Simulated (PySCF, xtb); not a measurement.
thionyl fluoride (F₂OS), SMILES O=S(F)F.

GFN2-xTB (xtb) at its own geometry gives an orbital gap of 6.00 eV and a dipole moment of 3.65 D.

The structure is a stationary point at PBE0-D3(BJ)/def2-TZVP.

Problem. What does M06-2X/def2-TZVPD run with PySCF give? (Estimate from the structure and the level; the computed values follow.)

Solution. gap 10.81 eV (levels -11.25 and -0.44 eV), dipole 1.77 D.
